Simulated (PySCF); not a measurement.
C2H7O, SMILES C([OH2+])C, charge +1.

The structure is a stationary point at B3LYP-D3(BJ)/def2-TZVP. The isomer is the one that the SMILES or the coordinates give; other isomers of the formula were not compared.

Two levels are set side by side: PBE/def2-TZVPD (PySCF) and r2SCAN/def2-TZVPD (PySCF). Same geometry, gas phase. Differences are taken from unrounded values.

| quantity | r2SCAN |
|---|---|
| orbital gap (eV) | 8.34 |
| highest occupied level (eV) | -14.67 |
| lowest empty level (eV) | -6.33 |
| mean polarisability (bohr³) | 29.6 |

Task: What does PBE give, and how far is it from r2SCAN? (An estimate is asked for; the answer gives what the named calculation found.)

Result: 
| quantity | PBE | PBE minus r2SCAN |
|---|---|---|
| orbital gap (eV) | 7.34 | -1.01 |
| highest occupied level (eV) | -14.34 | 0.34 |
| lowest empty level (eV) | -7.00 | -0.67 |
| mean polarisability (bohr³) | 30.3 | 0.8 |

Rough cost on one machine, each run with all the roots and properties that it gave: r2SCAN against PBE about 4 times.
